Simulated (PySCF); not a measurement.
Si(Cl)(F)2(SMe) (CH3ClF2SSi), SMILES CS[Si](F)(F)Cl.

The structure is a stationary point at ωB97X-D3(BJ)/def2-SVP. This is a generated structure with no PubChem entry under its InChIKey; it may be hypothetical. One conformer was computed; it need not be the lowest.

All values below come from r2SCAN/def2-TZVP (PySCF).

Isolated molecule, no solvent.

| Item | Value |
|---|---|
| total energy | -1387.66604 hartree |
| highest occupied level | -6.82 eV |
| lowest empty level | -1.06 eV |
| orbital gap | 5.76 eV |
| dipole moment | 0.537 e·Å |
| quadrupole, principal values (traceless, Buckingham form, about the centre of nuclear charge) | -4.37, -2.14, 6.51 D·Å |
| mean static polarisability | 63.1 bohr³ (9.35 Å³) |
| polarisability, principal values | 52.2, 64.2, 73.0 bohr³ |
